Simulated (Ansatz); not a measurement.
Ansatz (a program for electronic structure) input (r2SCAN/def2-TZVP):

Ansatz 0.2 input:
```yaml
crystal:
  periodic: [false, false, false]
  atoms:
    - {symbol: S, position_ang: [-0.92033396, 0.01263961, 0.45810799]}
    - {symbol: S, position_ang: [0.82388438, 0.04083510, -0.47353801]}
    - {symbol: H, position_ang: [1.54319333, -0.85559544, 0.24688016]}
basis:
  gaussian:
    orbitals: def2-TZVP
hamiltonian:
  xc: {name: r2SCAN}
magnetization: {spin_polarized: true, initial_magnetization: 1}
relax: {f_tol: 0.003, max_steps: 100}
```

Output:

```
Functional definition: r2SCAN
integrals: 0.02 GiB planned
566 factors; their error is unknown
mean field: 0.22 GiB planned
mean field evaluation 1: about -21685.2617 eV, gradient 8.8e0 eV
mean field evaluation 2: about -21684.8324 eV, gradient 1.3e1 eV
mean field evaluation 4: about -21685.7364 eV, gradient 1.5e0 eV
mean field evaluation 8: about -21685.7447 eV, gradient 5.7e-2 eV
mean field evaluation 16: about -21685.7369 eV, gradient 4.2e-5 eV
mean field evaluation 32: about -21684.8173 eV, gradient 8.2e0 eV
mean field -21685.73687951 eV, -796.9361312018 hartree, gradient 4.2e-5 eV, S^2 0.756580; 4 other end points of the search recorded, 0 dependent functions left out
the calculation of the forces begins
reference -21685.73688794 eV, -796.9361315113 hartree; 17, 16 occupied and 63, 64 virtual orbitals, 566 factors
relax step   1: F+E_penalty+E_count = -21685.73687951 eV  Δ(F+E_penalty+E_count) = +0.000e0 eV  max|allowed force component| = 3.058e-1 eV/Å  Δτ_max = 0.0000 Å  (97 SCF iters, accepted)
these checks for a lower state are left out or cut short: starts, cluster_reference, orbital_swaps, neighbouring_geometries, increment
integrals: 0.02 GiB planned
566 factors; their error is unknown
mean field: 0.22 GiB planned
mean field -21685.73929914 eV, -796.9362201215 hartree, gradient 2.1e-5 eV, S^2 0.756602; 0 other end points of the search recorded, 0 dependent functions left out
the calculation of the forces begins
reference -21685.73930756 eV, -796.9362204309 hartree; 17, 16 occupied and 63, 64 virtual orbitals, 566 factors
relax step   2: F+E_penalty+E_count = -21685.73929914 eV  Δ(F+E_penalty+E_count) = -2.420e-3 eV  max|allowed force component| = 4.269e-2 eV/Å  Δτ_max = 0.0081 Å  (39 SCF iters, accepted)
these checks for a lower state are left out or cut short: starts, cluster_reference, orbital_swaps, neighbouring_geometries, increment
integrals: 0.02 GiB planned
566 factors; their error is unknown
mean field: 0.22 GiB planned
mean field -21685.73936909 eV, -796.9362226920 hartree, gradient 1.9e-5 eV, S^2 0.756607; 0 other end points of the search recorded, 0 dependent functions left out
the calculation of the forces begins
reference -21685.73937752 eV, -796.9362230016 hartree; 17, 16 occupied and 63, 64 virtual orbitals, 566 factors
relax step   3: F+E_penalty+E_count = -21685.73936909 eV  Δ(F+E_penalty+E_count) = -6.995e-5 eV  max|allowed force component| = 2.730e-2 eV/Å  Δτ_max = 0.0058 Å  (38 SCF iters, accepted)
these checks for a lower state are left out or cut short: starts, cluster_reference, orbital_swaps, neighbouring_geometries, increment
integrals: 0.02 GiB planned
566 factors; their error is unknown
mean field: 0.22 GiB planned
mean field -21685.73941977 eV, -796.9362245544 hartree, gradient 1.8e-5 eV, S^2 0.756606; 0 other end points of the search recorded, 0 dependent functions left out
the calculation of the forces begins
reference -21685.73942819 eV, -796.9362248640 hartree; 17, 16 occupied and 63, 64 virtual orbitals, 566 factors
relax step   4: F+E_penalty+E_count = -21685.73941977 eV  Δ(F+E_penalty+E_count) = -5.068e-5 eV  max|allowed force component| = 2.323e-3 eV/Å  Δτ_max = 0.0021 Å  (30 SCF iters, accepted)
integrals: 0.02 GiB planned
566 factors; their error is unknown
mean field: 0.22 GiB planned
mean field evaluation 64: about -21685.6407 eV, gradient 4.2e0 eV
mean field evaluation 96: about -21684.6896 eV, gradient 8.5e0 eV
mean field -21685.73941977 eV, -796.9362245544 hartree, gradient 1.8e-5 eV, S^2 0.756606; 5 other end points of the search recorded, 0 dependent functions left out
the calculation of the forces begins
reference -21685.73942819 eV, -796.9362248640 hartree; 17, 16 occupied and 63, 64 virtual orbitals, 566 factors
Total energy: -21685.73942819 eV, -796.9362248640 hartree
Atom 0 at    -0.914636     0.013412     0.454237 Å, force    -0.000526    -0.000125     0.000422 eV/Å
Atom 1 at     0.816395     0.040697    -0.469517 Å, force    -0.001035     0.002323    -0.002293 eV/Å
Atom 2 at     1.544985    -0.856230     0.246731 Å, force     0.001561    -0.002198     0.001871 eV/Å
Dipole moment:     0.311899    -0.130879    -0.001251 e Å
```

It need not be the lowest isomer of its formula.
